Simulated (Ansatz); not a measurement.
Two isomers of C2H9AlSi2: A = `CC[SiH]1[AlH][SiH2]1`, B = `C[SiH2][Al]1[CH2][SiH2]1`.

Gas-phase electronic energies from Ansatz, PBE0-D4/def2-TZVP geometries. CBS: MP2 limit from def2 TZ/QZ plus the TZ coupled-cluster correction, frozen cores. Functionals use def2-TZVPP. B3LYP here is the variant with VWN-RPA as its local correlation; programs differ in this. One conformer a species, not always the lowest.

Q: Which isomer does CCSD(T)/CBS put lower? Give the gap. (An estimate is asked.)

A: Ansatz gave: B, by 17.7 kJ/mol.

Q: Give E(B) − E(A) in kJ/mol with r2SCAN-D4, B3LYP, PBE-D4, HF/def2-TZVPP, B2PLYP, ωB97M-V, B3LYP-D4. (Best estimate.)

A: The calculation gave: r2SCAN-D4 -15.6, B3LYP -24.6, PBE-D4 -6.7, HF/def2-TZVPP -30.4, B2PLYP -22.8, ωB97M-V -21.7, B3LYP-D4 -20.0. None reverses the order clearly.

Largest T1 diagnostic: 0.013.

The D4 term adds +4.6 kJ/mol with B3LYP and +2.5 kJ/mol with PBE0; it sums over pairs of atoms, weighted by their polarisabilities, and B3LYP, whose exchange is more repulsive, gets the larger term. In def2-TZVPP, CCSD(T) changes the Hartree–Fock value by +12.8 kJ/mol (the triples alone add +2.9 kJ/mol) and MP2 by +10.7 kJ/mol.
